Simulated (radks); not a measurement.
The cerium ion Ce2+, configuration [Xe] 4f2 (the NIST ground configuration). Method: Dirac Kohn-Sham, PBE, spin-unpolarised, spherical densities, finite nucleus; open shells are shared between the two j in proportion to 2j + 1; Fermi nuclear charge, rms radius 4.8771 fm; computed with a radial shooting solver on a logarithmic mesh with Libxc functionals.

Normalised radial functions P(r) = r R(r) (large component), r in bohr:

r	5p1/2	5p3/2	4f5/2
0.001745	0.0037	0.0013	0.0000
0.002	0.0045	0.0017	0.0000
0.002309	0.0054	0.0022	0.0000
0.002646	0.0065	0.0028	0.0000
0.003056	0.0079	0.0037	0.0000
0.003501	0.0095	0.0048	0.0000
0.004043	0.0117	0.0062	0.0000
0.004632	0.0142	0.0080	0.0000
0.00535	0.0174	0.0103	0.0000
0.006129	0.0212	0.0132	0.0000
0.007078	0.0261	0.0170	0.0000
0.008109	0.0317	0.0215	0.0000
0.009365	0.0389	0.0274	0.0000
0.01073	0.0472	0.0343	0.0000
0.01239	0.0575	0.0433	0.0000
0.0142	0.0691	0.0535	0.0001
0.0164	0.0833	0.0663	0.0001
0.01878	0.0986	0.0805	0.0001
0.02169	0.1165	0.0976	0.0002
0.02485	0.1348	0.1155	0.0004
0.0287	0.1548	0.1358	0.0007
0.03289	0.1730	0.1551	0.0011
0.03798	0.1898	0.1743	0.0018
0.04351	0.2010	0.1890	0.0029
0.05025	0.2050	0.1982	0.0046
0.05757	0.1982	0.1977	0.0072
0.06649	0.1763	0.1838	0.0114
0.07617	0.1391	0.1550	0.0175
0.08797	0.0812	0.1059	0.0269
0.1008	0.0102	0.0421	0.0399
0.1164	-0.0769	-0.0402	0.0594
0.1334	-0.1616	-0.1243	0.0849
0.154	-0.2401	-0.2078	0.1214
0.1764	-0.2884	-0.2664	0.1667
0.2038	-0.2956	-0.2901	0.2274
0.2335	-0.2498	-0.2634	0.2975
0.2696	-0.1434	-0.1772	0.3843
0.3089	0.0019	-0.0471	0.4758
0.3567	0.1773	0.1212	0.5781
0.4087	0.3289	0.2775	0.6738
0.472	0.4333	0.3998	0.7662
0.5408	0.4466	0.4401	0.8367
0.6245	0.3531	0.3804	0.8852
0.7155	0.1703	0.2278	0.9022
0.8264	-0.0913	-0.0107	0.8891
0.9467	-0.3583	-0.2692	0.8506
1.093	-0.6118	-0.5291	0.7882
1.253	-0.7854	-0.7213	0.7154
1.447	-0.8750	-0.8388	0.6296
1.657	-0.8663	-0.8585	0.5444
1.914	-0.7733	-0.7913	0.4538
2.193	-0.6339	-0.6681	0.3714
2.533	-0.4663	-0.5076	0.2907
2.902	-0.3180	-0.3575	0.2232
3.351	-0.1912	-0.2230	0.1624
3.839	-0.1061	-0.1285	0.1149
4.434	-0.0498	-0.0631	0.0747
5.08	-0.0211	-0.0280	0.0463
5.867	-0.0072	-0.0101	0.0254

5p1/2: eigenvalue -35.011 eV, 3 radial nodes at r = 0.103, 0.308, 0.788 bohr, <r> = 1.74 bohr, 90 % of the charge inside 2.53 bohr. 5p3/2: eigenvalue -32.430 eV, 3 radial nodes at r = 0.109, 0.322, 0.822 bohr, <r> = 1.82 bohr, 90 % of the charge inside 2.65 bohr. 4f5/2: eigenvalue -13.106 eV, 0 radial nodes, <r> = 1.21 bohr, 90 % of the charge inside 2.17 bohr.
